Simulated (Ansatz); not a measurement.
System: IrO$_{3}$ (charge 0, doublet). The spin state was set by rule; other spins were not relaxed. SMILES: [O]=[Ir](=[O])=[O]
Geometry from a B3LYP-D3(BJ)/def2-TZVP (Ansatz, a first-principles code) optimisation:
```
Ir
O 1 1.6942
O 1 1.7270 2 124.87
O 1 1.7270 2 124.87 3 180.00
```
Charge 0, spin multiplicity 2.

Problem. Give the harmonic wavenumbers at B3LYP-D3(BJ)/def2-TZVP (Ansatz, finite differences of forces, unscaled).

Solution. 78, 216, 308, 788, 940, 979 cm⁻¹. Zero-point energy 4.7 kcal/mol.

Problem. From these and the geometry, give the ideal-gas thermochemistry at 298.15 K and 1 atm (rigid rotor, harmonic oscillator).

Solution. Point group C2v, rotational symmetry number 2. Rotational constants 7.867, 6.56, 3.577 GHz. S(trans) 42.33, S(rot) 23.59, S(vib) 7.75, S(elec, spin only) 1.38, S 75.1 cal/(mol K). H(298) - H(0) 3.56 kcal/mol; G - E(el) -14.1 kcal/mol.
